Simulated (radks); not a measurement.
Valence configurations of Mg II (all share [Ne]). All-electron calculation, scalar-relativistic Kohn-Sham, r2SCAN, spin-polarised, spherical densities, finite nucleus; open shells are filled with parallel spins first; meta-GGA in the generalised Kohn-Sham scheme; Fermi nuclear charge, rms radius 3.057 fm. Program: a radial shooting solver on a logarithmic mesh with Libxc functionals. Energies are relative to 3s1; eigenvalues in eV for spin up.

\begin{tabular}{lrrrr}
valence & E (eV) & moment (Bohr magnetons) & e(3p) & e(3s) \\ \hline
3s1 & 0.000 & 1 & - & -12.072 \\
3p1 & 4.589 & 1 & -8.057 & - \\
3s0.5 3p0.5 & 2.333 & 1 & -7.761 & -12.365 \\
\end{tabular}

NIST lists [Ne] 3s1 as the ground configuration; this level of theory agrees among the configurations tried. The energies are those of spherical high-spin densities, not of single terms.
